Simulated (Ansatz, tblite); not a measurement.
Spin states of the cluster TiSe2⁺, each relaxed with PBE0-D4/def2-TZVP in Ansatz. Electronic energies in the gas phase.

The xTB rows come from tblite. HSE06 is defined as in plane-wave codes, on full-range PBE exchange. Correlated methods freeze 23 core orbitals; core or outer-core shells of Ti, Se are correlated, in sets that lack core-valence functions. The structure comes from a short search, and lower isomers may exist.

Doublet geometry (C2v within 0.1 Å):

Cartesian coordinates in Å:
```
Ti -0.843 0.153 -0.591
Se -0.492 -0.558 1.474
Se 1.335 0.404 -0.883
```

Quartet geometry (C2v within 0.1 Å):

```xyz
3

Ti   -0.472   -0.479   -1.324
Se    0.730   -0.763    0.849
Se   -0.258    1.242    0.475
```

Run but left out: HF/STO-3G, HF/def2-TZVP, MP2/def2-TZVP (doublet: ⟨S²⟩ 1.17 to 2.39, where a pure state has 0.75); HF/def2-SVP, MP2/def2-SVP, CCSD/def2-SVP, CCSD(T)/def2-SVP (flagged by the program: large difference).

Only these spin states were relaxed. Higher spins weren't run and may lie lower. The quartet has other bonds than the doublet, so the gap mixes isomer and spin.

Estimate which spin state lies lowest at each of these levels, and by how much: GFN1-xTB; GFN2-xTB; revPBE-D4/def2-TZVP; r2SCAN-D4/def2-TZVP; B97M-V/def2-TZVP; PBE0-D4/def2-TZVP; HSE06-D4/def2-TZVP; RPA@PBE/def2-TZVP.


```csv
level,quartet − doublet (kJ/mol),lowest of these,remarks
GFN1-xTB,168.4,doublet,–
GFN2-xTB,181.6,doublet,–
revPBE-D4/def2-TZVP,53.4,doublet,–
r2SCAN-D4/def2-TZVP,17.7,doublet,–
B97M-V/def2-TZVP,-5.4,quartet,–
PBE0-D4/def2-TZVP,-34.4,quartet,spin-contaminated (⟨S²⟩ 0.90) (doublet)
HSE06-D4/def2-TZVP,-32.6,quartet,spin-contaminated (⟨S²⟩ 0.90) (doublet)
RPA@PBE/def2-TZVP,35.1,doublet,–
```

The xTB methods have no term that favours high spin, so they put low spin too low.

| state | donor atoms | mean metal–ligand distance (Å) | range (Å) | Mulliken spin on the metal (PBE0) |
| --- | --- | --- | --- | --- |
| doublet | 2 | 2.211 | 2.21–2.21 | -0.58 |
| quartet | 2 | 2.499 | 2.50–2.50 | 2.11 |

⟨S²⟩ at PBE0-D4/def2-TZVP: doublet 0.90 (pure 0.75), quartet 3.76 (pure 3.75).
